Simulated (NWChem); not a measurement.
System: C2H3F3O; SMILES COC(F)(F)F

```xyz
9

C      0.0317     1.9526     0.0000
O      0.7710     0.7263     0.0000
C      0.0340    -0.4023     0.0000
F     -0.7751    -0.4963    -1.0881
F      0.8682    -1.4451     0.0000
F     -0.7751    -0.4963     1.0881
H     -0.6029     2.0323     0.9065
H     -0.6029     2.0323    -0.9065
H      0.7819     2.7626     0.0000
```
Atoms are numbered in this order, from 1.

Results from NWChem. Pople sets run with spherical d functions. All runs use the structure optimised with PBE-D3(BJ)/def2-SVP. B3LYP is NWChem's, with the RPA form of VWN correlation. Ions are spin-unrestricted doublets at the neutral geometry; other ion states weren't tried.

| level | vertical ionisation energy, ΔSCF (eV) | −ε(HOMO) (eV) | ΔSCF minus −ε(HOMO) (eV) |
|---|---|---|---|
| B3LYP/6-31G* | 11.78 | 8.81 | 2.97 |
| PBE/6-31G* | 11.29 | 7.25 | 4.04 |
| r2SCAN/6-31G* | [?] | [?] | [?] |
| CAM-B3LYP/6-31G* | 11.94 | 10.59 | 1.35 |
| BHandHLYP/6-31G* | 12.01 | 10.90 | 1.11 |

### Question
What belongs in the gaps?

### Answer

- r2SCAN/6-31G*, vertical ionisation energy, ΔSCF (eV): 11.61
- r2SCAN/6-31G*, −ε(HOMO) (eV): 7.78
- r2SCAN/6-31G*, ΔSCF minus −ε(HOMO) (eV): 3.83
